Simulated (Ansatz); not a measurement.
A run of Ansatz (development build ahead of 0.2.0) on singlet H₁₆ at this shape:

| atom | x (Å) | y (Å) | z (Å) |
| --- | --- | --- | --- |
| H | -1.3361 | -1.3360 | -0.9906 |
| H | -1.3341 | -1.3341 | -1.7024 |
| H | -1.3341 | -1.3341 | 1.7025 |
| H | -1.3363 | -1.3365 | 0.9906 |
| H | -1.3363 | 1.3364 | -0.9906 |
| H | -1.3340 | 1.3342 | -1.7024 |
| H | -1.3342 | 1.3339 | 1.7024 |
| H | -1.3362 | 1.3362 | 0.9905 |
| H | 1.3360 | -1.3364 | -0.9906 |
| H | 1.3342 | -1.3345 | -1.7024 |
| H | 1.3341 | -1.3339 | 1.7024 |
| H | 1.3364 | -1.3358 | 0.9905 |
| H | 1.3364 | 1.3360 | -0.9906 |
| H | 1.3339 | 1.3343 | -1.7024 |
| H | 1.3342 | 1.3342 | 1.7024 |
| H | 1.3361 | 1.3361 | 0.9906 |

Its results:

```
Converged                       : yes
Total energy                    : -8.99494 hartree
Spin squared of the determinant : 0.000
```

Q: Which input gives this output? Name the method, the orbitals and the basis set, and write the input.

A: RHF in 6-31G. An unrestricted run that stays on the closed shell gives the same numbers.

```yaml
crystal:
  periodic: [false, false, false]
  atoms:
    - { symbol: H, position_ang: [-1.33606, -1.336, -0.99057] }
    - { symbol: H, position_ang: [-1.33411, -1.33409, -1.70242] }
    - { symbol: H, position_ang: [-1.33412, -1.33413, 1.70246] }
    - { symbol: H, position_ang: [-1.33635, -1.33652, 0.99062] }
    - { symbol: H, position_ang: [-1.33629, 1.33637, -0.99057] }
    - { symbol: H, position_ang: [-1.33404, 1.33424, -1.70241] }
    - { symbol: H, position_ang: [-1.33422, 1.3339, 1.70237] }
    - { symbol: H, position_ang: [-1.33619, 1.33625, 0.99053] }
    - { symbol: H, position_ang: [1.33597, -1.33636, -0.99057] }
    - { symbol: H, position_ang: [1.33423, -1.33448, -1.70242] }
    - { symbol: H, position_ang: [1.33406, -1.33394, 1.70239] }
    - { symbol: H, position_ang: [1.33637, -1.33584, 0.99054] }
    - { symbol: H, position_ang: [1.3364, 1.33599, -0.99058] }
    - { symbol: H, position_ang: [1.33393, 1.33434, -1.70243] }
    - { symbol: H, position_ang: [1.33425, 1.33419, 1.70244] }
    - { symbol: H, position_ang: [1.33615, 1.33615, 0.99059] }
basis:
  gaussian: { orbitals: "6-31G" }
hamiltonian:
  xc: hf
```
